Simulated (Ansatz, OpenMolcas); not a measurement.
# [SiCl3]+ (SMILES Cl[Si+](Cl)Cl): methods side by side

[SiCl3]+: 4 atoms, total charge +1, spin state singlet. As SMILES, `Cl[Si+](Cl)Cl`. Geometry: relaxed at PBE0-D4/def2-TZVP.

Each level gives the vertical energy of the triplet above the singlet (eV). The values are calculated.

```json
{"level": "SVWN5/aug-cc-pVDZ", "kind": "LDA", "program": "Ansatz", "value (eV)": "4.99"}
{"level": "BLYP/aug-cc-pVDZ", "kind": "GGA", "program": "Ansatz", "value (eV)": "4.93"}
{"level": "PBE/aug-cc-pVDZ", "kind": "GGA", "program": "Ansatz", "value (eV)": "4.90"}
{"level": "r2SCAN/aug-cc-pVDZ", "kind": "meta-GGA", "program": "Ansatz", "value (eV)": "5.09"}
{"level": "M06-2X/aug-cc-pVDZ", "kind": "hybrid meta-GGA", "program": "OpenMolcas", "value (eV)": "5.77"}
{"level": "HSE06/aug-cc-pVDZ", "kind": "range-separated hybrid", "program": "Ansatz", "value (eV)": "5.33"}
{"level": "PBE-QIDH/aug-cc-pVDZ", "kind": "double hybrid", "program": "Ansatz", "value (eV)": "6.15"}
{"level": "MP2/aug-cc-pVDZ", "kind": "perturbation theory", "program": "Ansatz", "value (eV)": "6.69"}
{"level": "BCCD(T)/aug-cc-pVDZ", "kind": "coupled cluster or CI", "program": "Ansatz", "value (eV)": "6.00"}
```

The values span 4.90 to 6.69 eV.
